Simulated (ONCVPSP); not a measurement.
**Ce (Z = 58): ONCV pseudisation with PBEsol, scalar-relativistic reference atom.**

```json
{"Element": "cerium", "Generator": "ONCVPSP 4.0.1", "Type": "optimised norm-conserving Vanderbilt (ONCV)", "Functional": "PBEsol", "Relativity": "scalar-relativistic", "Frozen core": "[Kr] 4d10", "Valence charge": "12", "Reference configuration": "4f1 5s2 5p6 5d1 6s2", "Partial waves": "5s+6s: rc 2.75 bohr, ncon 4, nbas 7, qcut 5 1/bohr, 3 projectors, debl 2.5 Ha; 5p: rc 2.85 bohr, ncon 3, nbas 8, qcut 4.2 1/bohr, 2 projectors, debl 1.1 Ha; 5d: rc 4.00 bohr, ncon 4, nbas 9, qcut 3.4 1/bohr, 3 projectors, debl 1.6 Ha; 4f: rc 1.75 bohr, ncon 4, nbas 9, qcut 8.6 1/bohr, 2 projectors, debl 0.7 Ha", "Local potential": "polynomial inside 1.65 bohr (lpopt 5, dvloc0 -1 Ha)", "Core correction": "polynomial model core, fcfact 0.35"}
```

Calculated quality:

```
Cutoffs needed             : 35 Ha and 81 Ha (the cutoffs (Ha) at which the residual kinetic energy of the hardest occupied pseudo-wave falls to 1 and 0.1 mHa per electron)
Ghost test                 : no bound ghost flagged; GHOST(+) flagged for s at 102.1 eV, d at 108.7 eV
Configuration tests        : 1 of 4 tests not solved or not reliable
rms error of d²Exc/dni dnj : 11.24 mHa without and 3.14 mHa with the model core
```

Generation and tests took about 9.4 s on one core of a shared server CPU.
